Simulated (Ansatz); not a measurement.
Process, species as SMILES: CCCCCO → CCCCC[O] + H atom (the H-O bond at the site shown breaks; other sites are not compared here)
Each molecule is optimised on its own at B3LYP-D3(BJ)/def2-TZVP (Ansatz, an electronic-structure program), one conformer each, not searched for the lowest.

Quantity: bond dissociation energy (electronic energy difference), in kJ/mol. Valence correlation only, unless marked. UHF or UKS for open shells. No spin-orbit coupling. No relativistic terms. Basis-set limits of correlation are two-point, X^-3; Hartree-Fock from the larger set. [CCSD(T)-MP2]/basis is that difference in the basis named.

```csv
level,program,bond dissociation energy (kJ/mol)
PBE-D4/def2-TZVPD,Ansatz + dftd4,443.6
B97M-V/def2-TZVPD,Ansatz,444.9
```

Predict the RI-MP2/CBS(cc-pVTZ,cc-pVQZ)+[CCSD(T)-MP2]/cc-pVTZ result (Ansatz).

477.3 kJ/mol
